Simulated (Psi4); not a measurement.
aluminum atom (Al), doublet; PBE/pcseg-1 in Psi4.

Here is a job for Psi4.
```
memory 2 GB

molecule {
0 2
Al    0.00000000    0.00000000    0.00000000
}

set {
  basis pcseg-1
  reference uks
  dft_radial_points 50
}

energy('pbe')
print_variables()
```

Write the output that Psi4 gives for this input, abridged.


```
   => Loading Basis Set <=

    Name: PCSEG-1
    Role: ORBITAL
    Keyword: BASIS

         ---------------------------------------------------------
                                   SCF
               by Justin Turney, Rob Parrish, Andy Simmonett
                          and Daniel G. A. Smith
                              UKS Reference
         ---------------------------------------------------------

  ==> Geometry <==

    Molecular point group: d2h
    Geometry (in Angstrom), charge = 0, multiplicity = 2:

       Center              X                  Y                   Z               Mass
    ------------   -----------------  -----------------  -----------------  -----------------
         AL           0.000000000000     0.000000000000     0.000000000000    26.981538530000

  Running in d2h symmetry.

  Rotational constants: A = ************  B = ************  C = ************ [cm^-1]
  Rotational constants: A = ************  B = ************  C = ************ [MHz]
  Nuclear repulsion =    0.000000000000000

  Charge       = 0
  Multiplicity = 2
  Electrons    = 13
  Nalpha       = 7
  Nbeta        = 6

  ==> Algorithm <==

  SCF Algorithm Type is DF.
  DIIS enabled.
  MOM disabled.
  Fractional occupation disabled.
  Guess Type is CORE.
  Energy threshold   = 1.00e-06
  Density threshold  = 1.00e-06
  Integral threshold = 1.00e-12

  ==> Primary Basis <==

  Basis Set: PCSEG-1
    Blend: PCSEG-1
    Number of shells: 8
    Number of basis functions: 18
    Number of Cartesian functions: 19
    Spherical Harmonics?: true
    Max angular momentum: 2

  ==> DFT Potential <==

   => LibXC <=

    Version 7.1.2
    S. Lehtola, C. Steigemann, M. J. T. Oliveira, and M. A. L. Marques,  SoftwareX 7, 1–5 (2018) (10.1016/j.softx.2017.11.002)

   => Composite Functional: PBE <=

    PBE GGA Exchange-Correlation Functional

    J.P. Perdew et. al., Phys. Rev. Lett., 77(18), 3865-3868, 1996

    Deriv               =              1
    GGA                 =           TRUE
    Meta                =          FALSE

    Exchange Hybrid     =          FALSE
    MP2 Hybrid          =          FALSE

   => Exchange Functionals <=

    1.0000     XC_GGA_X_PBE

   => Correlation Functionals <=

    1.0000     XC_GGA_C_PBE

   => LibXC Density Thresholds  <==

    XC_GGA_C_PBE:  1.00E-12
    XC_GGA_X_PBE:  1.00E-15

   => Molecular Quadrature <=

    Radial Scheme          =       TREUTLER
    Pruning Scheme         =           NONE
    Nuclear Scheme         =       TREUTLER

    Blocking Scheme        =         OCTREE
    BS radius alpha        =              1
    Pruning alpha          =              1
    Radial Points          =             50
    Spherical Points       =            302
    Total Points           =          14194
    Total Blocks           =            163
    Max Points             =            253
    Max Functions          =             18
    Weights Tolerance      =       1.00E-15

   => Loading Basis Set <=

    Name: (PCSEG-1 AUX)
    Role: JKFIT
    Keyword: DF_BASIS_SCF

  ==> Integral Setup <==

  SCF_SUBTYPE=INCORE selected. In-core MEM_DF algorithm will be used.
  Using in-core AOs.

  ==> MemDFJK: Density-Fitted J/K Matrices <==

    J tasked:                   Yes
    K tasked:                    No
    wK tasked:                   No
    Algorithm:                 Core
    Schwarz Cutoff:           1E-12
    Mask sparsity (%):       0.0000
    Fitting Condition:        1E-10

   => Auxiliary Basis Set <=

  Basis Set: (PCSEG-1 AUX)
    Blend: DEF2-UNIVERSAL-JKFIT
    Number of shells: 38
    Number of basis functions: 128
    Number of Cartesian functions: 155
    Spherical Harmonics?: true
    Max angular momentum: 4

  Minimum eigenvalue in the overlap matrix is 1.4036682019E-01.
  Reciprocal condition number of the overlap matrix is 6.7950186556E-02.
    Using symmetric orthogonalization.

  ==> Pre-Iterations <==

  SCF Guess: Core (One-Electron) Hamiltonian.

   -------------------------------------------------------
    Irrep   Nso     Nmo     Nalpha   Nbeta   Ndocc  Nsocc
   -------------------------------------------------------
     Ag         6       6       4       3       3       1
     B1g        1       1       0       0       0       0
     B2g        1       1       0       0       0       0
     B3g        1       1       0       0       0       0
     Au         0       0       0       0       0       0
     B1u        3       3       1       1       1       0
     B2u        3       3       1       1       1       0
     B3u        3       3       1       1       1       0
   -------------------------------------------------------
    Total      18      18       7       6       6       1
   -------------------------------------------------------

  ==> Iterations <==

                           Total Energy        Delta E     RMS |[F,P]|

    Occupation by irrep:
             Ag   B1g   B2g   B3g    Au   B1u   B2u   B3u
    DOCC [     3,    0,    0,    0,    0,    1,    1,    1 ]
    SOCC [     0,    0,    0,    0,    0,    0,    1,    0 ]
    NA   [     3,    0,    0,    0,    0,    1,    2,    1 ]
    NB   [     3,    0,    0,    0,    0,    1,    1,    1 ]

   @DF-UKS iter   1:  -240.99423783772824   -2.40994e+02   1.17686e-01 ADIIS
   @DF-UKS iter   2:  -242.13059600239626   -1.13636e+00   3.99978e-02 ADIIS/DIIS
   @DF-UKS iter   3:  -242.20943999983729   -7.88440e-02   8.01059e-03 ADIIS/DIIS
   @DF-UKS iter   4:  -242.21435932181342   -4.91932e-03   6.50249e-04 ADIIS/DIIS
   @DF-UKS iter   5:  -242.21440244285355   -4.31210e-05   6.80267e-05 DIIS
   @DF-UKS iter   6:  -242.21440293718888   -4.94335e-07   4.72965e-06 DIIS
   @DF-UKS iter   7:  -242.21440294016136   -2.97248e-09   1.61248e-07 DIIS
  Energy and wave function converged.

  ==> Post-Iterations <==

   Electrons on quadrature grid:
      Nalpha   =    7.0000003595 ; deviation = 3.595e-07
      Nbeta    =    6.0000003594 ; deviation = 3.594e-07
      Ntotal   =   13.0000007188 ; deviation = 7.188e-07

   @Spin Contamination Metric:   1.361906955E-03
   @S^2 Expected:                7.500000000E-01
   @S^2 Observed:                7.513619070E-01
   @S   Expected:                5.000000000E-01
   @S   Observed:                5.000000000E-01

    Orbital Energies [Eh]
    ---------------------

    Alpha Occupied:

       1Ag   -55.389341     2Ag    -3.950549     1B1u   -2.557459
       1B3u   -2.557459     1B2u   -2.552265     3Ag    -0.288143
       2B2u   -0.113287

    Alpha Virtual:

       2B1u   -0.102768     2B3u   -0.102768     4Ag     0.093933
       3B2u    0.116341     3B1u    0.122448     3B3u    0.122448
       1B3g    0.523008     1B1g    0.523009     5Ag     0.527396
       6Ag     0.531901     1B2g    0.531901

    Beta Occupied:

       1Ag   -55.387561     2Ag    -3.948465     1B1u   -2.556468
       1B3u   -2.556468     1B2u   -2.546253     3Ag    -0.265727

    Beta Virtual:

       2B3u   -0.091237     2B1u   -0.091237     2B2u   -0.064405
       4Ag     0.110655     3B3u    0.132480     3B1u    0.132480
       3B2u    0.151351     1B2g    0.530419     5Ag     0.530419
       1B1g    0.556482     1B3g    0.556482     6Ag     0.565888

    Final Occupation by Irrep:
             Ag   B1g   B2g   B3g    Au   B1u   B2u   B3u
    DOCC [     3,    0,    0,    0,    0,    1,    1,    1 ]
    SOCC [     0,    0,    0,    0,    0,    0,    1,    0 ]
    NA   [     3,    0,    0,    0,    0,    1,    2,    1 ]
    NB   [     3,    0,    0,    0,    0,    1,    1,    1 ]

  @DF-UKS Final Energy:  -242.21440294016136

   => Energetics <=

    Nuclear Repulsion Energy =              0.0000000000000000
    One-Electron Energy =                -336.6879528418548944
    Two-Electron Energy =                 112.8894364684657035
    DFT Exchange-Correlation Energy =     -18.4158865667721798
    Empirical Dispersion Energy =           0.0000000000000000
    VV10 Nonlocal Energy =                  0.0000000000000000
    Total Energy =                       -242.2144029401613636

  UHF NO Occupations:
  HONO-2 :    1B2u 1.9999998
  HONO-1 :    3 Ag 1.9993191
  HONO-0 :    2B2u 1.0000000
  LUNO+0 :    4 Ag 0.0006809
  LUNO+1 :    3B2u 0.0000002
  LUNO+2 :    5 Ag 0.0000000
  LUNO+3 :    2B3u 0.0000000

Computation Completed

Properties will be evaluated at   0.000000,   0.000000,   0.000000 [a0]

Properties computed using the SCF density matrix

 Multipole Moments:

 ------------------------------------------------------------------------------------
     Multipole            Electronic (a.u.)      Nuclear  (a.u.)        Total (a.u.)
 ------------------------------------------------------------------------------------

 L = 1.  Multiply by 2.5417464519 to convert [e a0] to [Debye]
 Dipole X            :          0.0000000            0.0000000            0.0000000
 Dipole Y            :          0.0000000            0.0000000            0.0000000
 Dipole Z            :          0.0000000            0.0000000            0.0000000
 Magnitude           :                                                    0.0000000

 ------------------------------------------------------------------------------------

  Variable Map:
  ----------------------------------------------------------------------------
  "CURRENT ENERGY"              =>    -242.214402940161
  "CURRENT REFERENCE ENERGY"    =>    -242.214402940161
  "DD SOLVATION ENERGY"         =>       0.000000000000
  "DFT FUNCTIONAL TOTAL ENERGY" =>    -242.214402940161
  "DFT TOTAL ENERGY"            =>    -242.214402940161
  "DFT VV10 ENERGY"             =>       0.000000000000
  "DFT XC ENERGY"               =>     -18.415886566772
  "GRID ELECTRONS ALPHA"        =>       7.000000359466
  "GRID ELECTRONS BETA"         =>       6.000000359367
  "GRID ELECTRONS TOTAL"        =>      13.000000718833
  "NUCLEAR REPULSION ENERGY"    =>       0.000000000000
  "ONE-ELECTRON ENERGY"         =>    -336.687952841855
  "PCM POLARIZATION ENERGY"     =>       0.000000000000
  "PE ENERGY"                   =>       0.000000000000
  "SCF ITERATION ENERGY"        =>    -242.214402940161
  "SCF ITERATIONS"              =>       7.000000000000
  "SCF TOTAL ENERGY"            =>    -242.214402940161
  "TWO-ELECTRON ENERGY"         =>     112.889436468466
  "XC GRID RADIAL POINTS"       =>      50.000000000000
  "XC GRID SPHERICAL POINTS"    =>     302.000000000000
  "XC GRID TOTAL POINTS"        =>   14194.000000000000

  Array Variable Map:
  ----------------------------------------------------------------------------
  "CURRENT DIPOLE"              =>       0.000000000000 ... 0.000000000000 1 by 3
  "SCF DIPOLE"                  =>       0.000000000000 ... 0.000000000000 1 by 3
  "SCF TOTAL ENERGIES"          =>    -240.994237837728 ... -242.214402940161 1 by 7
```
